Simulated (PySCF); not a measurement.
BH6N.

```xyz
8

B      0.0000     0.0000    -0.9246
N      0.0000     0.0000     0.7243
H      0.0000    -1.1752    -1.2431
H      1.0178     0.5876    -1.2431
H     -1.0178     0.5876    -1.2431
H     -0.8270    -0.4774     1.0940
H      0.0000     0.9549     1.0940
H      0.8270    -0.4774     1.0940
```

Geometry optimised at PBE-D3(BJ)/def2-TZVP.

Calculation: PBE0/pcSseg-2 in PySCF. Non-relativistic, no solvent.

Computed absolute GIAO shielding of each atom: isotropic value and principal components (ppm):
```json
[
 {"atom": "B1", "σ(iso)": "122.9", "σ11": "110.3", "σ22": "110.3", "σ33": "148.0", "span": "37.7"},
 {"atom": "N2", "σ(iso)": "226.1", "σ11": "217.7", "σ22": "230.3", "σ33": "230.3", "span": "12.7"},
 {"atom": "H3", "σ(iso)": "29.2", "σ11": "27.0", "σ22": "27.9", "σ33": "32.8", "span": "5.8"},
 {"atom": "H4", "σ(iso)": "29.2", "σ11": "27.0", "σ22": "27.9", "σ33": "32.8", "span": "5.8"},
 {"atom": "H5", "σ(iso)": "29.2", "σ11": "27.0", "σ22": "27.9", "σ33": "32.8", "span": "5.8"},
 {"atom": "H6", "σ(iso)": "28.5", "σ11": "22.5", "σ22": "25.1", "σ33": "38.0", "span": "15.5"},
 {"atom": "H7", "σ(iso)": "28.5", "σ11": "22.5", "σ22": "25.1", "σ33": "38.0", "span": "15.5"},
 {"atom": "H8", "σ(iso)": "28.5", "σ11": "22.5", "σ22": "25.1", "σ33": "38.0", "span": "15.5"}
]
```
